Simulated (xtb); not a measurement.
Cl3Eu (SMILES [Cl][Eu]([Cl])[Cl]), septet, from a rough starting geometry (GFN-xTB shapes and energies of metal compounds can be far from the true ones) (GFN-xTB holds the 4f electrons in the core, so unpaired electrons go into valence orbitals and the state isn't the physical one); GFN2-xTB in xtb.

Input for xtb:
```
$ xtb mol.xyz --gfn 2 --uhf 6 --opt vtight --json

# file mol.xyz
4

Eu    -0.06885298    -0.04899231     0.01742186
Cl    -2.03869724    -1.31278187    -0.26895625
Cl     0.10979746     2.29501534    -0.77173960
Cl     1.94917088    -1.03931985     1.03830622
```

What the program printed (banner, timings and long lists left out):

```
   ID    Z sym.   atoms
    1   63 Eu     1
    2   17 Cl     2-4

           -------------------------------------------------
          |                Calculation Setup                |
           -------------------------------------------------

           -------------------------------------------------
          |                 G F N 2 - x T B                 |
           -------------------------------------------------

          ...................................................
          :                      SETUP                      :
          :.................................................:
          :  # basis functions                  40          :
          :  # atomic orbitals                  36          :
          :  # shells                           12          :
          :  # electrons                        24          :
          :  max. iterations                   250          :
          :  Hamiltonian                  GFN2-xTB          :
          :  restarted?                      false          :
          :  GBSA solvation                  false          :
          :  PC potential                    false          :
          :  electronic temp.          300.0000000     K    :
          :  accuracy                    1.0000000          :
          :  -> integral cutoff          0.2500000E+02      :
          :  -> integral neglect         0.1000000E-07      :
          :  -> SCF convergence          0.1000000E-05 Eh   :
          :  -> wf. convergence          0.1000000E-03 e    :
          :  Broyden damping             0.4000000          :
          :  net charge                          0          :
          :  unpaired electrons                  6          :
          ...................................................

 iter      E             dE          RMSdq      gap      omega  full diag
   1     -3.4096175 -0.340962E+01  0.514E+01    0.13       0.0  T
   2    -10.0502600 -0.664064E+01  0.291E+01    0.00       1.0  T
   3    -10.4127420 -0.362482E+00  0.299E+01    0.01       1.0  T
   4    -13.5048123 -0.309207E+01  0.172E+01    0.06       1.0  T
   5    -13.5272256 -0.224133E-01  0.156E+01    0.06       1.0  T
   6    -13.7250707 -0.197845E+00  0.140E+01    0.05       1.0  T
   7    -13.5464456  0.178625E+00  0.154E+01    0.04       1.0  T
   8    -13.6593805 -0.112935E+00  0.156E+01    0.02       1.0  T
   9    -13.5435987  0.115782E+00  0.168E+01    0.02       1.0  T
  10    -13.5536600 -0.100613E-01  0.167E+01    0.02       1.0  T
  11    -13.5556070 -0.194701E-02  0.144E+01    0.01       1.0  T
  12    -13.5218470  0.337600E-01  0.157E+01    0.05       1.0  T
  13    -13.5025068  0.193402E-01  0.159E+01    0.01       1.0  T
  14    -13.5694371 -0.669303E-01  0.210E+01    0.09       1.0  T
  15    -13.5436817  0.257554E-01  0.139E+01    0.04       1.0  T
  16    -13.5721345 -0.284528E-01  0.133E+01    0.03       1.0  T
  17    -13.5670158  0.511873E-02  0.133E+01    0.04       1.0  T
  18    -13.6658807 -0.988649E-01  0.124E+01    0.01       1.0  T
  19    -13.6540549  0.118258E-01  0.120E+01    0.03       1.0  T
  20    -13.7232998 -0.692449E-01  0.113E+01    0.02       1.0  T
  21    -13.7801468 -0.568471E-01  0.109E+01    0.02       1.0  T
  22    -13.6815024  0.986445E-01  0.116E+01    0.02       1.0  T
  23    -14.1337327 -0.452230E+00  0.809E+00    0.01       1.0  T
  24    -14.0391652  0.945676E-01  0.895E+00    0.01       1.0  T
  25    -14.4034065 -0.364241E+00  0.478E+00    0.01       1.0  T
  26    -13.7877437  0.615663E+00  0.108E+01    0.01       1.0  T
  27    -13.8977020 -0.109958E+00  0.102E+01    0.01       1.0  T
  28    -13.8253542  0.723478E-01  0.108E+01    0.02       1.0  T
  29    -13.8081453  0.172089E-01  0.109E+01    0.02       1.0  T
  30    -14.1019314 -0.293786E+00  0.847E+00    0.02       1.0  T
  31    -14.0009302  0.101001E+00  0.939E+00    0.02       1.0  T
  32    -14.3358730 -0.334943E+00  0.638E+00    0.03       1.0  T
  33    -14.0514416  0.284431E+00  0.904E+00    0.03       1.0  T
  34    -14.2336193 -0.182178E+00  0.750E+00    0.03       1.0  T
  35    -14.1814500  0.521693E-01  0.806E+00    0.03       1.0  T
  36    -14.1793690  0.208101E-02  0.808E+00    0.03       1.0  T
  37    -14.2604376 -0.810686E-01  0.728E+00    0.03       1.0  T
  38    -14.2433739  0.170638E-01  0.740E+00    0.03       1.0  T
  39    -14.2804621 -0.370883E-01  0.694E+00    0.03       1.0  T
  40    -14.2317509  0.487112E-01  0.719E+00    0.03       1.0  T
  41    -14.1559969  0.757540E-01  0.794E+00    0.03       1.0  T
  42    -14.2024524 -0.464555E-01  0.749E+00    0.03       1.0  T
  43    -14.1898274  0.126250E-01  0.761E+00    0.03       1.0  T
  44    -14.1682523  0.215751E-01  0.781E+00    0.03       1.0  T
  45    -14.3005269 -0.132275E+00  0.639E+00    0.03       1.0  T
  46    -14.3053862 -0.485928E-02  0.632E+00    0.03       1.0  T
  47    -14.3000908  0.529541E-02  0.647E+00    0.03       1.0  T
  48    -14.3489614 -0.488706E-01  0.604E+00    0.03       1.0  T
  49    -14.3322348  0.167266E-01  0.621E+00    0.03       1.0  T
  50    -14.3514897 -0.192549E-01  0.611E+00    0.03       1.0  T
  51    -14.3461288  0.536086E-02  0.614E+00    0.03       1.0  T
  52    -14.3460895  0.392724E-04  0.615E+00    0.03       1.0  T
  53    -14.3482945 -0.220492E-02  0.613E+00    0.03       1.0  T
  54    -14.3863237 -0.380292E-01  0.582E+00    0.03       1.0  T
  55    -14.4010210 -0.146973E-01  0.532E+00    0.03       1.0  T
  56    -14.3692054  0.318156E-01  0.597E+00    0.03       1.0  T
  57    -14.4374629 -0.682576E-01  0.484E+00    0.03       1.0  T
  58    -14.2985540  0.138909E+00  0.690E+00    0.03       1.0  T
  59    -14.4253053 -0.126751E+00  0.505E+00    0.03       1.0  T
  60    -14.2419774  0.183328E+00  0.764E+00    0.03       1.0  T
  61    -14.3723245 -0.130347E+00  0.591E+00    0.03       1.0  T
  62    -14.2981724  0.741521E-01  0.691E+00    0.03       1.0  T
[...]
 * total energy  :   -14.5244041 Eh     change       -0.1457298E-03 Eh
 * total energy  :   -14.5245722 Eh     change       -0.1680597E-03 Eh
 * total energy  :   -14.5246378 Eh     change       -0.6560817E-04 Eh
 * total energy  :   -14.5247027 Eh     change       -0.6494046E-04 Eh
 * total energy  :   -14.5247078 Eh     change       -0.5086995E-05 Eh
 * total energy  :   -14.5247161 Eh     change       -0.8289236E-05 Eh
 * total energy  :   -14.5247184 Eh     change       -0.2282386E-05 Eh
 * total energy  :   -14.5247208 Eh     change       -0.2454282E-05 Eh
 * total energy  :   -14.5247219 Eh     change       -0.1057627E-05 Eh
 * total energy  :   -14.5247225 Eh     change       -0.5852095E-06 Eh
 * total energy  :   -14.5247227 Eh     change       -0.2534705E-06 Eh
 * total energy  :   -14.5247230 Eh     change       -0.2416381E-06 Eh
 * total energy  :   -14.5247231 Eh     change       -0.8642065E-07 Eh
   *** GEOMETRY OPTIMIZATION CONVERGED AFTER 30 ITERATIONS ***
[...]

 iter      E             dE          RMSdq      gap      omega  full diag
   1    -14.5288778 -0.145289E+02  0.773E-05    0.22       0.0  T
   2    -14.5288778  0.869965E-08  0.136E-03    0.22      36.8  T
   3    -14.5288778 -0.869678E-08  0.855E-05    0.22     585.1  T
   4    -14.5288778 -0.488853E-11  0.792E-05    0.22     631.1  T

   *** convergence criteria satisfied after 4 iterations ***

         :::::::::::::::::::::::::::::::::::::::::::::::::::::
         ::                     SUMMARY                     ::
         :::::::::::::::::::::::::::::::::::::::::::::::::::::
         :: total energy             -14.524723057401 Eh    ::
         :: gradient norm              0.000050636033 Eh/a0 ::
         :: HOMO-LUMO gap              0.219664986980 eV    ::
         ::.................................................::
         :: SCC energy               -14.528875891163 Eh    ::
         :: -> isotropic ES           -0.071065186054 Eh    ::
         :: -> anisotropic ES         -0.014155362676 Eh    ::
         :: -> anisotropic XC         -0.021635428642 Eh    ::
         :: -> dispersion             -0.003208857229 Eh    ::
         :: repulsion energy           0.004152833762 Eh    ::
         :: add. restraining           0.000000000000 Eh    ::
         :: total charge               0.000000000000 e     ::
         :::::::::::::::::::::::::::::::::::::::::::::::::::::

           -------------------------------------------------
          |                Property Printout                |
           -------------------------------------------------

    * Orbital Energies and Occupations

         #    Occupation            Energy/Eh            Energy/eV
      -------------------------------------------------------------
         1        2.0000           -1.1532461             -31.3814
       ...           ...                  ...                  ...
         3        2.0000           -1.0977732             -29.8719
         4        2.0000           -0.5308292             -14.4446
         5        2.0000           -0.5085588             -13.8386
         6        2.0000           -0.5042180             -13.7205
         7        1.9999           -0.4913794             -13.3711
         8        1.7468           -0.4838870             -13.1672
         9        1.6688           -0.4835269             -13.1574
        10        1.4684           -0.4827392             -13.1360
        11        1.1161           -0.4809314             -13.0868
        12        1.0000           -0.4453222             -12.1178
        13        0.9984           -0.3192531              -8.6873
        14        0.9944           -0.3180876              -8.6556
        15        0.9857           -0.3171917              -8.6312 (HOMO)
        16        0.0139           -0.3091192              -8.4116 (LUMO)
        17        0.0076           -0.3085372              -8.3957
        18                         -0.0756595              -2.0588
        19                         -0.0446231              -1.2143
        20                         -0.0432878              -1.1779
        21                         -0.0419272              -1.1409
        22                         -0.0419068              -1.1403
        23                         -0.0418538              -1.1389
        24                         -0.0412362              -1.1221
        25                         -0.0398025              -1.0831
        26                         -0.0374975              -1.0204
       ...                                ...                  ...
        36                          1.1438899              31.1268
      -------------------------------------------------------------
                  HL-Gap            0.0080725 Eh            0.2197 eV
             Fermi-level           -0.3980132 Eh          -10.8305 eV

     #   Z          covCN         q      C6AA      α(0)
     1  63 Eu       2.136    -0.769   553.130    53.253
     2  17 Cl       0.714     0.273    91.102    14.599
     3  17 Cl       1.318     0.248    92.088    14.681
     4  17 Cl       1.318     0.248    92.103    14.683

 Mol. C6AA /au·bohr⁶  :       2668.657848
 Mol. C8AA /au·bohr⁸  :     289635.780298
 Mol. α(0) /au        :         97.215576

Wiberg/Mayer (AO) data.
largest (>0.10) Wiberg bond orders for each atom

 ---------------------------------------------------------------------------
     #   Z sym  total        # sym  WBO       # sym  WBO       # sym  WBO
 ---------------------------------------------------------------------------
     1  63 Eu   1.358 --     2 Cl   0.488     3 Cl   0.435     4 Cl   0.434
     2  17 Cl   0.877 --     1 Eu   0.488     3 Cl   0.194     4 Cl   0.194
     3  17 Cl   1.314 --     4 Cl   0.685     1 Eu   0.435     2 Cl   0.194
     4  17 Cl   1.314 --     3 Cl   0.685     1 Eu   0.434     2 Cl   0.194
 ---------------------------------------------------------------------------

Topologies differ in total number of bonds
Writing topology from bond orders to xtbtopo.mol

molecular dipole:
                 x           y           z       tot (Debye)
 q only:        0.679       0.430       0.091
   full:        0.143       0.090       0.020       0.434
molecular quadrupole (traceless):
                xx          xy          yy          xz          yz          zz
 q only:        6.921       7.622       0.290       2.669      -0.306      -7.211
  q+dip:        4.417       4.546       0.698       2.120      -0.788      -5.115
   full:        0.361      -0.012       0.615       0.639      -0.728      -0.976

optimized geometry written to: xtbopt.xyz

           -------------------------------------------------
          | TOTAL ENERGY              -14.524723057401 Eh   |
          | GRADIENT NORM               0.000050636033 Eh/α |
          | HOMO-LUMO GAP               0.219664986980 eV   |
           -------------------------------------------------

normal termination of xtb
```
